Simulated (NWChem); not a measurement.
Species: Si4H9, doublet; SMILES [SiH2][SiH]([SiH3])[SiH3]

```xyz
13

Si    -1.5698     1.6209     0.1757
Si    -0.0335     0.0629    -0.6393
Si    -0.5537    -2.0756     0.2092
Si     2.1217     0.6753     0.0801
H     -2.9953     1.3741    -0.2521
H     -1.5086     1.7511     1.6775
H     -0.0935     0.0440    -2.1467
H      0.4211    -3.1131    -0.2867
H     -1.9451    -2.4803    -0.1976
H     -0.4809    -2.0240     1.7119
H      3.1382    -0.3380    -0.3750
H      2.5042     2.0284    -0.4562
H      2.1330     0.7276     1.5848
```
Atoms are numbered in this order, from 1.

Level: PBE-D3(BJ)/def2-SVP, spin-unrestricted (NWChem), optimised geometry, unscaled harmonic frequencies. 

List the harmonic frequencies with IR intensities, and the thermochemistry.


```tsv
frequency (cm⁻¹)	IR intensity (km/mol)
79	0.5
81	1.1
85	0.2
95	0.4
103	0.5
107	0.9
344	0.6
406	8.4
413	6.2
427	0.3
435	2.3
443	0.6
528	6.3
543	0.3
545	11.6
665	68.2
669	55.8
817	339.7
838	200.7
877	59.0
898	3.7
899	26.7
902	36.1
903	50.4
2125	86.9
2133	24.5
2142	72.4
2150	48.1
2154	74.5
2161	37.0
2167	78.6
2168	63.5
2170	129.0
```

The zero-point energy is 45.0 kcal/mol, the thermal correction to the enthalpy at 298.15 K (with zero-point energy) is 52.1 kcal/mol and the heat capacity Cv is 35.4 cal/(mol K). The entropy at 298.15 K and 1 atm (symmetry number 1, electronic part: spin degeneracy alone) comes out as 101.4 cal/(mol K). The dipole moment is 0.17 D.

Rigid rotor and harmonic oscillator; modes under 100 cm⁻¹ make the entropy uncertain.
